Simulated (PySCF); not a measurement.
From one molecule to another.

First species: C6H9ClSi.
Geometry (GFN2-xTB, Å), atoms numbered from 1 in this order:
```
atom  x, y, z in Å
C1    -1.602    1.693    0.997
C2    -1.246    0.522    0.480
Si3   -2.083   -1.138    0.099
C4    -0.241   -1.331   -0.463
Cl5    0.701   -2.557    0.452
C6     0.065    0.083   -0.026
C7     1.212    0.752   -0.091
C8     2.497    0.217   -0.621
H9    -0.905    2.510    1.108
H10   -2.608    1.879    1.333
H11   -3.047   -1.157   -0.999
H12   -2.470   -1.987    1.218
H13   -0.022   -1.523   -1.513
H14    1.243    1.773    0.270
H15    2.860    0.853   -1.430
H16    3.252    0.221    0.165
H17    2.385   -0.798   -0.989
```

Second species: C6H9ClSi.
SMILES: `CC#C[Si@@H](Cl)C1CC1`

Levels: wB97X-D/def2-SVPD for dipole moment, HOMO energy, LUMO energy, HOMO–LUMO gap, static isotropic polarisability and electronic spatial extent ⟨r²⟩ about the centre of nuclear charge; TDDFT wB97X-D/def2-SVPD for lowest singlet excitation; TDA wB97X-D/def2-SVPD for lowest triplet excitation (Tamm–Dancoff); GFN2-xTB for rotational constant A and rotational constant C. Geometries: GFN2-xTB. All species are isolated and taken at one optimised geometry, non-relativistic unless stated; the electronic structure was computed with PySCF and density fitting.

The conformers computed, where there is a choice (atom-mapped SMILES and torsion angles):
- `[CH3:1][C:2]#[C:3][Si@@H:4]([Cl:5])[CH:6]1[CH2:7][CH2:8]1`: C3–Si4–C6–C7 1°

Values for the first species:

- Dipole moment: 2.05 D
- HOMO energy: -8.42 eV
- LUMO energy: 0.06 eV
- HOMO–LUMO gap: 8.48 eV
- Lowest singlet excitation: 4.74 eV
- Lowest triplet excitation (Tamm–Dancoff): 2.75 eV
- Static isotropic polarisability: 113.2 au
- Electronic spatial extent ⟨r²⟩ about the centre of nuclear charge: 1453 bohr²
- Rotational constant A: 1.652 GHz
- Rotational constant C: 0.812 GHz

(1) Estimate the same properties for the second species, and the change in each.

## Answers

(1) 
| property | first | second | second less first |
| --- | --- | --- | --- |
| dipole moment | 2.05 D | 2.67 D | +0.62 D |
| HOMO energy | -8.42 eV | -9.71 eV | -1.29 eV |
| LUMO energy | 0.06 eV | 1.45 eV | +1.39 eV |
| HOMO–LUMO gap | 8.48 eV | 11.16 eV | +2.68 eV |
| lowest singlet excitation | 4.74 eV | 5.92 eV | +1.18 eV |
| lowest triplet excitation (Tamm–Dancoff) | 2.75 eV | 5.08 eV | +2.33 eV |
| static isotropic polarisability | 113.2 au | 105.8 au | -7.4 au |
| electronic spatial extent ⟨r²⟩ about the centre of nuclear charge | 1453 bohr² | 1771 bohr² | +318 bohr² |
| rotational constant A | 1.652 GHz | 1.373 GHz | -0.279 GHz |
| rotational constant C | 0.812 GHz | 0.652 GHz | -0.160 GHz |

On the first: The vertical singlet–triplet gap S1 − T1 is 1.99 eV (TDDFT singlet less Tamm–Dancoff triplet; S1: HOMO→LUMO, weight 0.97; T1: HOMO→LUMO, weight 0.92). In wavenumbers S1 is 38200 cm⁻¹ (1 eV = 8065.54 cm⁻¹).

On the second: The principal polarisabilities are 85.8, 105.0 and 126.5 au; their mean is the isotropic value. No computed singlet falls in the visible range (750 to 380 nm, 1.65 to 3.26 eV); S1 lies 2.66 eV above its blue end.
